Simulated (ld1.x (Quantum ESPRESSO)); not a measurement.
## Reading a pseudo-wave (O (Z = 8))

Columns: radius, all-electron u(r) and pseudo u(r) of the 2p shell (level -8.97 eV) of oxygen in the configuration [He] 2s2 2p4; PBEsol, scalar-relativistic, TM scheme, ld1.x (Quantum ESPRESSO) 7.5.

```csv
r (bohr),all-electron,pseudo
0.075,0.0637,0.0241
0.150,0.1939,0.0935
0.225,0.3377,0.2001
0.300,0.4711,0.3312
0.375,0.5843,0.4717
0.450,0.6752,0.6063
0.525,0.7442,0.7219
0.600,0.7930,0.8097
0.675,0.8242,0.8665
0.750,0.8406,0.8938
0.825,0.8450,0.8969
0.900,0.8399,0.8826
0.975,0.8273,0.8577
1.050,0.8092,0.8277
1.125,0.7868,0.7963
1.200,0.7616,0.7653
1.275,0.7342,0.7353
1.350,0.7056,0.7058
1.425,0.6763,0.6763
1.500,0.6468,0.6468
1.575,0.6173,0.6173
1.650,0.5883,0.5883
1.725,0.5598,0.5598
1.800,0.5320,0.5320
1.875,0.5051,0.5051
1.950,0.4790,0.4790
```

(1) How many radial nodes do the two functions have?

(2) At about which radius was the pseudo-wave matched?

(3) Where does each function peak?

(4) Is the pseudo-wave norm-conserving?

## Answers

(1) The all-electron 2p function has n − l − 1 = 0; the pseudo-wave has 0.

(2) 1.50 bohr. The columns agree to 0.0005 from 1.35 bohr on; several derivatives are matched, so the curves merge somewhat inside the radius.

(3) Outermost all-electron maximum near 0.82 bohr, pseudo maximum near 0.82 bohr (to the table’s step).

(4) Yes: the TM scheme keeps the norm inside the radius equal to the all-electron one, which fixes the energy derivative of the logarithmic derivative at the level.
